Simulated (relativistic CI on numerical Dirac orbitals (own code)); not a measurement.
# Al IV: calculation against measurement

Method of calculation: Dirac-Coulomb-Breit CI, KLI orbitals optimised for each configuration, model QED, valence Slater integrals scaled by 0.85, P86 correlation estimate, and configurations built on the next ion tied to the tabulated ionisation energy (semi-empirical) (own radial code, finite nucleus).

Configuration list (outside the closed core 1s2): 2s²2p⁶, 2s²2p⁵3s, 2s²2p⁵3p, 2s²2p⁵3d, 2s²2p⁵4s, 2s²2p⁵4p, 2s²2p⁵4d, 2s²2p⁵4f, 2s²2p⁴3s², 2s2p⁶3s, 2s²2p⁴3s3p, 2s2p⁶3p, 2s²2p⁴3p², 2s²2p⁴3s3d, 2s2p⁶3d, 2s²2p⁴3p3d. Levels of other configurations are missing.

```csv
Configuration,Term (tabulated),J,Measured (cm⁻¹),Computed,Error,Purity (%)
2s²2p⁶,1S,0,0.0,0,0,100
2s²2p⁵3s,3P°,1,618473.9,620375,1901,91
2s²2p⁵3s,1P°,1,624717.5,626118,1401,91
2s²2p⁵3p,3S,1,671632.5,675429,3797,98
2s²2p⁵3p,1S,0,714096.9,718488,4392,95
2s²2p⁵3d,3P°,0,759193.4,760848,1655,100
2s²2p⁵3d,3P°,1,759596.8,761241,1644,98
2s²2p⁵3d,3P°,2,760472.3,762082,1610,93
2s²2p⁵3d,3F°,4,761688.4,763195,1506,100
2s²2p⁵3d,3F°,3,762272.5,763799,1526,74
2s²2p⁵3d,3F°,2,763613.6,765019,1405,74
2s²2p⁵3d,3D°,1,766880.8,768026,1146,89
2s²2p⁵3d,3D°,3,767345.5,768496,1151,63
2s²2p⁵3d,3D°,2,767750.6,768817,1066,60
2s²2p⁵3d,1P°,1,770836.9,772849,2012,89
```

Measured levels from NIST levels in Kelleher and Podobedova, J. Phys. Chem. Ref. Data 37, 709 (2008); Martin and Zalubas, J. Phys. Chem. Ref. Data 8, 817 (1979); pairs were made by configuration, J and term (by order where the table uses no LS term), so strongly mixed levels may be paired wrongly.

Mean error by configuration (cm⁻¹): 2s²2p⁵3s 1651; 2s²2p⁵3p 4094; 2s²2p⁵3d 1472. Over the excited levels the mean absolute error is 1872 cm⁻¹ (14 of the 16 excited levels that our extract of the source holds in range could be paired, and the others can miss by more), and the median relative error of those above 1,000 cm⁻¹ is 0.21 %.
